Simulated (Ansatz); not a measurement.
## Worked example: C2H5Cl + GeH2(CH3)I → C2H4ClI + GeH3(CH3)

Species: C2H5Cl (chloroethane) `CCCl`, singlet; GeH2(CH3)I, singlet; C2H4ClI `CC(Cl)I`, singlet; GeH3(CH3) (methyl germane), singlet. The partners trade H for I: C–H and Ge–I bonds give way to C–I and Ge–H.

Shapes, held fixed at every level: PBE0-D4/def2-TZVP. Programs: Ansatz 0.2.0. The zero-point and thermal change to 298 K, harmonic and unscaled (PBE0-D4/def2-TZVP), is -10.2 kJ/mol.

At CCSD(T)/def2-TZVPP; 1 Eh = 2625.50 kJ/mol:

```
   species   energy (Eh)
    C2H5Cl   -538.804039
GeH2(CH3)I  -2413.827914
   C2H4ClI   -835.340602
 GeH3(CH3)  -2117.237880
```

Q: Work out ΔH(298 K) of the reaction at this level.

A: 
1. Products less reactants: (-835.340602) + (-2117.237880) − [(-538.804039) + (-2413.827914)] = 0.053471 Eh = +140.4 kJ/mol.
2. With the thermal change: +140.4 + (-10.2) = +130.2 kJ/mol.

Other levels give +134.2 (CCSD(T)/def2-SVP) to +164.1 kJ/mol (HF/def2-SVP). No measured value is set beside it here. For atoms past krypton def2 sets carry core potentials with scalar relativity. Relativity is left out for Ge unless named. Correlated rows may include outer-core shells of Ge, I, which these sets cover unevenly.
